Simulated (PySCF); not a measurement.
C₂H₆ClIn. Atoms are numbered in the order given.

```xyz
10

In     0.4344    -0.0635     0.0000
H      2.1545    -0.2502     0.0000
Cl    -0.6765    -2.1856     0.0000
C     -0.9813     1.5956     0.0000
C     -0.3654     2.9949     0.0000
H     -1.6217     1.4290     0.8815
H     -1.6217     1.4290    -0.8815
H      0.2651     3.1708    -0.8867
H      0.2651     3.1708     0.8867
H     -1.1466     3.7752     0.0000
```

Coordinates come from a B3LYP-D3(BJ)/def2-SVP optimisation. The structure was generated by enumeration; whether it is a known compound was not checked. The def2 effective core potentials stand for the cores of In; spin–orbit coupling is left out. The values are those of a single conformer.

Method: TDDFT-B3LYP/def2-SVPD (PySCF).

Vertical excitations. Isolated molecule, no solvent. State labels are in the subgroup Cs.

### Question
Estimate the UV-visible absorptions. (An estimate is asked for; the answer gives what the named calculation found.)

### Answer

```
state  symmetry  energy (eV)  λ (nm)      f                                                main pairs
-----  --------  -----------  ------  -----  --------------------------------------------------------
S1           A"         4.44     279  0.000                                           HOMO→LUMO 100 %
S2           A"         5.30     234  0.001                                          HOMO−2→LUMO 99 %
S3           A'         5.46     227  0.018                                          HOMO−1→LUMO 93 %
S4           A'         5.73     216  0.140                      HOMO→LUMO+1 75 %, HOMO−2→LUMO+1 16 %
S5           A"         5.79     214  0.006                                          HOMO−3→LUMO 99 %
S6           A"         6.07     204  0.025                                        HOMO−1→LUMO+1 97 %
S7           A'         6.30     197  0.085    HOMO→LUMO+2 56 %, HOMO−2→LUMO+1 29 %, HOMO→LUMO+1 12 %
S8           A'         6.41     193  0.089                      HOMO−2→LUMO+1 50 %, HOMO→LUMO+2 39 %
S9           A'         6.94     179  0.052                                          HOMO→LUMO+3 83 %
S10          A'         7.12     174  0.080  HOMO−3→LUMO+1 54 %, HOMO−2→LUMO+2 27 %, HOMO−4→LUMO 12 %
T1           A"         4.22     294      0                                            HOMO→LUMO 98 %
T2           A'         4.65     267      0                                          HOMO→LUMO+1 91 %
T3           A'         5.02     247      0                                          HOMO−1→LUMO 99 %
T4           A"         5.12     242      0                                          HOMO−2→LUMO 97 %
```
Triplets are in the Tamm–Dancoff approximation, which puts them higher than full response would, so one can lie above its singlet here.
